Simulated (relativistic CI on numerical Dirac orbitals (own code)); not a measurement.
**Mo⁵⁺: 4p photoemission**

Computed with this model: Dirac-Coulomb-Breit CI, orbitals from a KLI potential per configuration, model QED, valence Slater integrals scaled by 0.8, multiplet model of photoemission in the sudden approximation; configurations [Kr] 4d → [Ar] 3d10 4s2 4p5 4d; 300 K; Lorentzian 0.84 eV and Gaussian 0.6 eV FWHM. Energies are those of the free ion, without screening or charge transfer. The energies are binding energies and can lie tens of eV above those of solids. S is read from ⟨S²⟩ = S(S + 1).

Field parameters in Wybourne normalisation: D3d B²₀ = −7Dσ, B⁴₀ = −14Dq − 21Dτ, B⁴₃ = −14√(10/7) Dq. The field is a parameter set, without covalency.

free ion: ground-state S = 0.50, centroid 108.78 eV. Peaks (eV, height): 105.9 (47), 107.3 (100), 110.0 (81), 119.8 (16).

D3d, 10Dq = 34100, Dσ = -1200, Dτ = 330 cm⁻¹: ground-state S = 0.50, centroid 108.79 eV. Peaks (eV, height): 107.3 (100), 110.0 (72), 112.2 (24), 114.3 (7), 122.0 (10).

D3d, 10Dq = 34100, Dσ = -240, Dτ = 330 cm⁻¹: ground-state S = 0.50, centroid 108.80 eV. Peaks (eV, height): 106.8 (100), 110.0 (77), 112.1 (26), 114.2 (7), 122.1 (11).

D3d, 10Dq = 34100, Dσ = 720, Dτ = 330 cm⁻¹: ground-state S = 0.50, centroid 108.80 eV. Peaks (eV, height): 106.8 (100), 110.2 (76), 114.4 (6), 122.3 (10).

Strongest unbroadened transitions for D3d, 10Dq = 34100, Dσ = -1200, Dτ = 330 cm⁻¹:

```csv
Energy (eV),Relative strength
105.78,43.7
106.02,61.7
106.12,43.3
106.66,34.4
106.72,43.5
106.92,24.9
106.95,20.1
107.27,39.2
107.41,84.5
107.59,61.7
107.92,26.5
108.16,26.0
108.23,39.1
109.54,42.4
109.97,100.0
110.23,55.8
112.26,49.1
121.98,27.8
```
